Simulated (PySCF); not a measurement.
Spinor energies of Cl⁻ (chlorine, charge -1)

Start: [Ar]. Calculated with PySCF 2.14 in x2c-TZVPPall-2c with one added diffuse shell each of s, p, d type (6s7p4d1f, 54 functions): generalised Hartree-Fock with the X2C-1e Hamiltonian and a Gaussian nucleus; spin-orbit coupling (SO) screened by Boettger's factors.

```csv
spinor shell,electrons,"ε, screened SO (eV)",weight of nominal j (screened SO),"rms radius, screened SO (bohr)"
1s1/2,2,-2853.9,1.000,0.105
2s1/2,2,-280.17,1.000,0.479
2p1/2,2,-210.65,1.000,0.449
2p3/2,4,-208.86,1.000,0.452
3s1/2,2,-20.129,1.000,1.73
3p1/2,2,-4.172,1.000,2.25
3p3/2,4,-4.027,1.000,2.27
```

```json
{"quantity": "E (hartree)", "screened SO": "-460.97655"}
{"quantity": "M_J", "screened SO": "0"}
{"quantity": "⟨J²⟩", "screened SO": "0.000"}
{"quantity": "⟨L²⟩", "screened SO": "0.000"}
{"quantity": "⟨S²⟩", "screened SO": "0.000"}
```
